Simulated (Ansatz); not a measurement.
One change: `[Cl][Zr]([Cl])([Cl])[I]` becomes `[NH2][Zr]([Cl])([Cl])[Cl]`.

Ansatz, PBE0-D4/def2-TZVP geometries, multiplicity 1. Each molecule was computed in one conformer, which needn't be the lowest.

Elements past krypton have def2 core potentials.

```csv
property,`[Cl][Zr]([Cl])([Cl])[I]`
HOMO–LUMO gap (PBE0/def2-TZVPP) / eV,5.64
size of the dipole moment (ωB97M-V/def2-TZVPP) / D,0.16
size of the dipole moment (B3LYP/def2-TZVPP) / D,0.36
LUMO energy (PBE0/def2-TZVPP) / eV,-2.76
"ideal-gas entropy at 298 K and 1 bar (rigid rotor, harmonic PBE0-D4/def2-TZVP) / J/(mol·K)",400
LUMO energy (ωB97M-V/def2-TZVPP) / eV,-0.75
```

(1) Give the same properties after the change, and the shifts. (Estimate.)

Answers

(1) The calculation gave: 
```
                                                                                  property  `[NH2][Zr]([Cl])([Cl])[Cl]`  shift
                                                      HOMO–LUMO gap (PBE0/def2-TZVPP) / eV                         6.25   0.61
                                        size of the dipole moment (ωB97M-V/def2-TZVPP) / D                         2.82   2.66
                                          size of the dipole moment (B3LYP/def2-TZVPP) / D                         2.82   2.46
                                                        LUMO energy (PBE0/def2-TZVPP) / eV                        -2.15   0.61
ideal-gas entropy at 298 K and 1 bar (rigid rotor, harmonic PBE0-D4/def2-TZVP) / J/(mol·K)                          411     11
                                                     LUMO energy (ωB97M-V/def2-TZVPP) / eV                        -0.02   0.73
```

The zero-point energy changes by 61.5 kJ/mol with +6 modes. Dipoles are sizes alone; their direction can turn. Modes under 60 cm⁻¹, often nearly free rotors, make the harmonic entropy too high.

B3LYP here is the variant with VWN-RPA as its local correlation; programs differ in this.

Spin–orbit coupling is left out; it splits and shifts lone-pair levels of the heavy atoms by tenths of an eV.
